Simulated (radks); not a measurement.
The numbers below are computed, except where a source is named.
Species: the gallium ion Ga2.75+. Configuration: [Ar] 4s(up 0.5, down 0.5) 3d(up 5, down 4.25) (fractional occupations, a model configuration).

Code: a radial shooting solver on a logarithmic mesh with Libxc functionals. Model: non-relativistic Kohn-Sham, SCAN, spin-polarised, spherical densities, point nucleus; meta-GGA in the generalised Kohn-Sham scheme.

Energy parts (eV):
part                       energy
total                  -52319.290
kinetic                 52286.184
electron-nucleus      -124208.915
Hartree                 21619.719
exchange-correlation    -2016.278

Orbitals (lengths in bohr, moments of r in powers of bohr):
orbital,occ.,eigenvalue (eV),<1/r>,<r^4>,<r^2>
1s up,1,-10159.14,30.50,0.00002734,0.003275
1s down,1,-10159.13,30.50,0.00002734,0.003275
2s up,1,-1283.025,6.692,0.005762,0.05769
2s down,1,-1282.224,6.695,0.005752,0.05765
2p up,3,-1138.862,6.645,0.004114,0.04524
2p down,3,-1138.278,6.647,0.004105,0.04519
3s up,1,-186.0093,2.153,0.3978,0.4978
3s down,1,-184.7472,2.150,0.4000,0.4989
3p up,3,-138.4547,2.028,0.4984,0.5376
3p down,3,-137.1866,2.024,0.5029,0.5396
3d up,5,-57.2226,1.718,1.219,0.7225
3d down,4.25,-55.9686,1.710,1.270,0.7348
4s up,0.5,-35.4306,0.6654,28.64,4.348
4s down,0.5,-35.2201,0.6610,29.18,4.390

The highest occupied level is 4s down at -35.220 eV. The density falls to 0.001 e/bohr^3 at r = 3.16 bohr. Summed over all electrons, <r^2> = 15.73 bohr^2, which gives a Langevin (diamagnetic) susceptibility term of -12.5 x 10^-6 cm^3/mol. Virial ratio -V/T = 2.00063.
